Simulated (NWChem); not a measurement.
Species: C₃H₅ClO; SMILES C=C(Cl)OC

```xyz
10

C     -1.6495    -0.8020    -0.2099
C     -0.5345    -0.2104     0.2125
Cl     0.9306    -1.1705     0.5508
O     -0.4422     1.1005     0.4936
C      0.5885     1.8465    -0.1668
H     -2.5223    -0.1934    -0.4190
H     -1.7121    -1.8759    -0.3245
H      0.4554     2.8804     0.1541
H      0.4787     1.7754    -1.2554
H      1.5803     1.4903     0.1288
```
Atoms are numbered in this order, from 1.

STO-3G and 3-21G are far too small for this property and stand as cheap habits. Structure relaxed at the B3LYP/6-31G* (spherical d) level.

Question: Give the principal values of the shielding tensors (ppm) of C1, C2, Cl3, O4, C5 from Hartree-Fock/STO-3G, GIAO (NWChem), with their diamagnetic and paramagnetic parts as GIAO splits them.

Answer: 
```tsv
atom	σ11	σ22	σ33	isotropic	diamagnetic	paramagnetic
C1	43.5	165.9	219.3	142.9	253.9	-111.0
C2	29.3	137.3	147.0	104.5	257.0	-152.5
Cl3	896.2	985.9	1097.3	993.1	1127.5	-134.4
O4	286.5	352.9	402.1	347.2	377.6	-30.4
C5	174.1	175.6	236.9	195.5	248.6	-53.0
```
